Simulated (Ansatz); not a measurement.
Potential energy surface of H₂Be, singlet: symmetric bend, bond length relaxed. Scanned: H-Be-H angle. Other coordinates (Be-H bond length) were minimised at B3LYP/def2-TZVP.

Methods: RKS-PBE/def2-SVP = restricted PBE/def2-SVP (Ansatz, an electronic-structure program); RKS-B3LYP/def2-SVP = restricted B3LYP/def2-SVP (Ansatz); FCI/def2-SVP = full CI/def2-SVP, frozen core run with Ansatz.

Energies relative to the lowest point of each profile, in kJ/mol; the last columns give the error against full CI:

```tsv
a / °	RKS-PBE/def2-SVP	RKS-B3LYP/def2-SVP	FCI/def2-SVP	RKS-PBE/def2-SVP − FCI/def2-SVP	RKS-B3LYP/def2-SVP − FCI/def2-SVP
180	0.0	0.0	0.0	0.0	0.0
168.36	3.0	3.2	2.9	0.1	0.2
157.85	10.8	11.4	10.7	0.2	0.7
148.90	21.2	22.2	21.2	0.0	1.0
139.51	35.6	37.4	36.2	-0.6	1.2
130.12	53.9	56.7	55.5	-1.6	1.1
121.95	73.1	76.9	76.1	-3.0	0.8
108.07	113.4	119.5	119.9	-6.5	-0.5
101.58	136.0	143.3	144.5	-8.6	-1.3
87.95	191.9	202.4	205.5	-13.6	-3.1
81.46	223.1	235.4	239.3	-16.2	-3.9
71.08	279.2	295.0	300.4	-21.2	-5.4
60	346.7	366.8	375.2	-28.5	-8.4
```

RKS-PBE/def2-SVP is furthest from FCI/def2-SVP at 60 (-28.5 kJ/mol, below); its mean absolute error over the points is 7.7 kJ/mol.

RKS-B3LYP/def2-SVP is furthest from FCI/def2-SVP at 60 (-8.4 kJ/mol, below); its mean absolute error over the points is 2.1 kJ/mol.
